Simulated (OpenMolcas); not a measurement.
**Ions of charge +3 along the 4d row on the Ca site of CaF2**

- Program: OpenMolcas
- Method: CASSCF
- Spin-orbit coupling: RASSI with atomic mean-field integrals over the reference wave functions

The d shell is active. Each dopant is a cluster with its nearest anions in model potentials and point charges, with no relaxation and no local charge compensation. Distances were set from a Shannon-type radius of the metal (high-spin where two are listed) plus a fixed donor radius (F 1.31 Å), in hosts weighted 0.65 to 0.35 with the host's distance in the model lattice. Ligand basis ANO-RCC-VDZP, DKH2 Hamiltonian. States (labels of O, the rotations of Oh). Energies in cm-1 above the lowest state or level, χT in cm3 K/mol; under a threefold ground state the first gap can be a small split of the lowest multiplet, not the spin-orbit step; 10Dq and B are least-squares fits to the states below 45000 cm-1, weighted by degeneracy, with a free offset, and given where the rms deviation is under 5 % of |10Dq| (or 100 cm-1) and under 700 cm-1; 10Dq is negative for this site. Spin-only χT is S(S+1) / 2 for the spin of the ground state.

```csv
Ion,Shell,R (Å),Metal basis,Ground state,First state of that spin,10Dq,B (rms of fit),First gap with spin-orbit (degeneracies),χT at 300 K,First state of another spin,Spin-only χT
Nb3+,4d2,2.232,ANO-RCC-VTZP,3A2,3T2 15908,-16105,698 (104),"10883 (3, 2)",0.900,1E 10986,1.000
Mo3+,4d3,2.212,ANO-RCC-VTZP,4T1,4T2 13116,-14547,744 (93),"723.8 (4, 2)",0.630,2E 170.4,1.875
Pd3+,4d7,2.258,ANO-RCC-VTZP,4A2,4T2 9110,-9556,829 (381),"8241 (4, 4)",2.607,2T1 16458,1.875
Ag3+,4d8,2.251,ANO-RCC-VTZP,3T1,3T2 8632,,,"937.6 (1, 3)",1.193,1E 10607,1.000
```

Among the 3 ions with a close fit, |10Dq| is smallest for Pd3+ (9556 cm-1) and largest for Nb3+ (16105 cm-1). The error differs from ion to ion, so this order need not be the real one.

B goes from 698 cm-1 (Nb3+) to 829 cm-1 (Pd3+).

Every ion keeps the highest spin of its shell. χT departs most from the spin-only value for Mo3+, by -1.245 cm3 K/mol.

Without dynamic correlation the repulsion within the d shell is too large (B by tens of per cent), so at a given field states of lower spin stand too high. With metal d orbitals alone the field can be off either way by tens of per cent. Ligand-to-metal charge-transfer states are missing. With no ligand orbital active B as a rule stays too high, so bands that hang on it stand too high and its fall with covalency is understated. Spin-orbit coupling mixes the spin-free states strongly: the lowest level takes only 67 % from its leading state, 4T1 (holds for Mo3+). This shell can be high or low spin here, a state of another spin lies low, and with metal d orbitals alone active their balance is uncertain, so the ground spin may be wrong (holds for Mo3+). An orbital triplet at a regular site is open to Jahn-Teller coupling, which can distort the site and quench the lowest spin-orbit gaps and is left out (holds for Ag3+). Real 4d8 and 5d8 ions are as a rule square planar and diamagnetic (holds for Ag3+). The least metal-like active orbital is 80 % on the metal (Löwdin) and no ligand orbital is active, so the numbers are rough (holds for Ag3+). No measured value stands beside these numbers; the geometry was set by hand and not optimised.
